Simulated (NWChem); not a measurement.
## Plane-wave run on MgSe (zincblende type)

```
CELL_PARAMETERS angstrom
      0.00000     2.97208     2.97208
      2.97208     0.00000     2.97208
      2.97208     2.97208     0.00000
ATOMIC_POSITIONS crystal
  Se 0.25000 0.25000 0.25000
  Mg 0.00000 0.00000 0.00000
```

Program: NWChem. Origin of the cell: lattice set by a structure generator, not relaxed at this level; this structure type may not be the compound's usual one.

Norm-conserving pseudopotentials with valence charges Se 6, Mg 2, fixed occupations, no spin-orbit coupling, density cut at twice the wavefunction cutoff.

The filled d shells of Se are in the core.

Level: LDA (Vosko), Troullier-Martins, cutoff 25 Ha, density from a 4×4×4 mesh. Bands run along Γ–X–U|K–Γ–L–W–X with k in units of the cell's reciprocal vectors.

Task: What gap does the band structure show, and how wide is the group of occupied bands?

Result: It shows a direct gap along this path of 2.40 eV at Γ. The 4 occupied bands reach 11.7 eV below the valence-band top.
